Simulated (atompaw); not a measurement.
PBEsol PAW (atompaw) dataset for copper, scalar-relativistic all-electron reference.

- Element: Cu
- Generator: atompaw 4.2.0.5
- Type: PAW
- Functional: PBEsol
- Relativity: scalar-relativistic
- Frozen core: [Ne] 3s2
- Valence charge: 17
- Reference configuration: 3p6 3d10 4s1 4p0
- Partial waves: 4s (bound): rc 2.30 bohr; 4s channel at 3.1 Ry: rc 2.15 bohr; 3p (bound): rc 1.05 bohr; 4p (bound, empty): rc 1.40 bohr; 3d (bound): rc 0.90 bohr; 3d channel at 0.1 Ry: rc 0.90 bohr; 4f channel at 0.4 Ry: rc 2.30 bohr; 4f channel at 2.35 Ry: rc 2.30 bohr
- Local potential: bessel scheme, radius 2.20 bohr
- Core correction: smooth core density matched at 1.40 bohr
- Augmentation charge: besselshape compensation charge, radius 2.30 bohr; PAW radius 2.30 bohr; waves and projectors: custom rrkj gramschmidtortho

* Cutoffs needed: 180 Ry and 300 Ry (the cutoffs (Ry, on a coarse ladder) from which the occupation-weighted sum of valence levels, in a spherical-Bessel basis at the reference potential, stays within 10 and 1 mRy of its value at 400 Ry)
* Ghost test: no extra level below or beside the all-electron valence levels (s, p, d, f tested) (spherical-Bessel basis up to 400 Ry, 20 bohr box)
* Lowest eigenvalue of the overlap operator: 0.09 (p channel)
* Overlap eigenvalues printed by atompaw (projector basis): 0.0528, 0.177, 0.245, 0.485, 2.01, 4.19, 19.7, 40.7
* Share of each valence orbital outside the PAW sphere: 4s 65 %, 3p 0 %, 4p 91 %, 3d 6 %
